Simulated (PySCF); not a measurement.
C5H3Br, SMILES C#CC=C=CBr.

Geometry: TPSSh-D3(BJ)/def2-SVP. This is a generated structure with no PubChem entry under its InChIKey; it may be hypothetical.

Level of theory: PySCF with TPSSh-D3(BJ)/def2-SVP.

Frequencies are harmonic and unscaled.

Computed harmonic wavenumbers and intensities:
```csv
mode,ν (cm⁻¹),IR (km/mol),moving atoms (share of kinetic energy)
1,71,0.3,"C 70 %, Br 22 %"
2,145,1.5,"C 74 %, H 20 %"
3,191,1.1,"C 77 %, H 15 %, Br 9 %"
4,332,1.8,"C 82 %, H 17 %"
5,400,9.2,"C 83 %, Br 13 %"
6,457,8.4,"C 77 %, H 20 %"
7,599,9.1,C 94 %
8,662,37.9,"H 78 %, C 22 %"
9,667,53.6,"C 83 %, H 11 %"
10,688,44.7,"H 79 %, C 21 %"
11,742,18.9,"H 57 %, C 43 %"
12,866,19.5,"H 78 %, C 22 %"
13,961,21.8,"C 89 %, H 10 %"
14,1122,5.5,"H 74 %, C 25 %"
15,1206,53.3,"H 79 %, C 21 %"
16,1395,5.4,"C 72 %, H 28 %"
17,2035,19.8,C 99 %
18,2199,0.6,"C 91 %, H 9 %"
19,3114,0.9,H 92 %
20,3202,4.1,"H 91 %, C 9 %"
21,3471,83.8,"H 86 %, C 14 %"
```
